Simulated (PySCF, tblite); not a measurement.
C4H11ClSSi3.
Structure used (GFN2-xTB), in Å, numbered top down from 1:
```
atom  x, y, z in Å
Si1    4.6154   -0.0271   -0.6717
S2     2.6356   -0.3361   -1.4440
Si3    1.2988   -0.0475    0.2344
Cl4    1.8225   -1.3230    1.7260
Si5   -0.8223   -0.4123   -0.6209
C6    -1.9198   -1.5329    0.4788
C7    -3.0724   -0.6549    0.8620
C8    -3.0957    0.5976    0.4450
C9    -1.9677    1.1067   -0.4009
H10    4.6896    1.3417   -0.1733
H11    5.4476   -0.2567   -1.8375
H12    4.8531   -0.9875    0.3961
H13    1.6477    1.2727    0.7639
H14   -0.8308   -0.8798   -2.0174
H15   -1.4139   -1.8920    1.3779
H16   -2.2887   -2.4208   -0.0365
H17   -3.8566   -1.0773    1.4735
H18   -3.8991    1.2768    0.6925
H19   -2.3587    1.4886   -1.3446
H20   -1.4896    1.9551    0.0936
```

Method: PBE0/pcSseg-1 in PySCF (dipole) on a GFN2-xTB geometry, gas phase.

Masses are those of the commonest isotopes; rigid-rotor values at the optimised geometry. The values belong to one conformer with, in the numbering `[SiH3:1][S:2][Si@H:3]([Cl:4])[SiH:5]1[CH2:6][CH:7]=[CH:8][CH2:9]1`, Si1–S2–Si3–Cl4 -57°, S2–Si3–Si5–C6 134°.

(1) Give the principal moments of inertia and the rotational constants in cm⁻¹.

(2) What kind of rotor is it?

(3) What does the inertial defect say?

(4) Predict some low-J microwave lines.

(5) Estimate the classical rotational partition function at 10 K, 25 K and 50 K.

Answers

(1) Ia = 326.13, Ib = 1394.61, Ic = 1579.32 u·Å²; 505379 MHz·u·Å²/I gives 1550, 362.4 and 320.0 MHz, that is A = 0.05169, B = 0.01209, C = 0.01067 cm⁻¹.

(2) A near-prolate asymmetric top. Ray's parameter κ = (2B − A − C)/(A − C) = -0.931; −1 is the prolate and +1 the oblate limit.

(3) Not planar: Δ = Ic − Ia − Ib = -141.42 u·Å². For a rigid frame Δ = −2 Σ m c², so Σ m c² = 70.71 u·Å² lies off the ab plane: 19.95 from hydrogen and 50.76 from heavier atoms. The atom farthest from that plane is 2.04 Å away.

(4) The dipole components are |μa| = 0.62 D, |μb| = 0.27 D, |μc| = 0.98 D. Intensities carry the squares of the components, which stand as 0.40 : 0.07 : 1.00 (a : b : c). Some lines, for components of 0.1 D or more:

| type | branch | J(Ka,Kc) | MHz | lower level (cm⁻¹) |
| --- | --- | --- | --- | --- |
| b | R | 3(0,3) ← 2(1,2) | 897 | 0.106 |
| c | Q | 1(1,1) ← 1(0,1) | 1187 | 0.023 |
| a | R | 2(1,1) ← 1(1,0) | 1407 | 0.064 |
| c | R | 1(1,0) ← 0(0,0) | 1912 | 0.000 |
| a | R | 3(1,3) ← 2(1,2) | 1983 | 0.106 |
| a | R | 4(1,4) ← 3(1,3) | 2643 | 0.173 |
| a | R | 4(3,2) ← 3(3,1) | 2732 | 0.499 |
| c | Q | 4(2,3) ← 4(1,3) | 3416 | 0.275 |
| b | R | 4(1,4) ← 3(0,3) | 3729 | 0.136 |
| c | Q | 4(3,2) ← 4(2,2) | 6029 | 0.389 |
| b | Q | 4(3,1) ← 4(2,2) | 6029 | 0.389 |
| c | Q | 3(3,1) ← 3(2,1) | 6037 | 0.298 |
| b | Q | 3(3,0) ← 3(2,1) | 6037 | 0.298 |
| b | Q | 4(3,2) ← 4(2,3) | 6046 | 0.389 |
| b | Q | 4(4,1) ← 4(3,2) | 8457 | 0.590 |
| b | R | 4(4,1) ← 3(3,0) | 11189 | 0.499 |

(5) Point group C1, symmetry number σ = 1; q = (√π/σ)·√((kT/h)³/(ABC)), k/h = 20836.6 MHz/K: 12600 at 10 K, 49700 at 25 K, 141000 at 50 K.

Its lowest GFN2-xTB frequency is 9 cm⁻¹, too small to tell a flat minimum from a shallow saddle. These are rigid-rotor constants of the computed structure; measured ground-state constants (B0) also hold zero-point vibration. A rigid rotor knows nothing of internal rotation, which can split or shift real lines. Quadrupole hyperfine structure (35Cl) is left out.
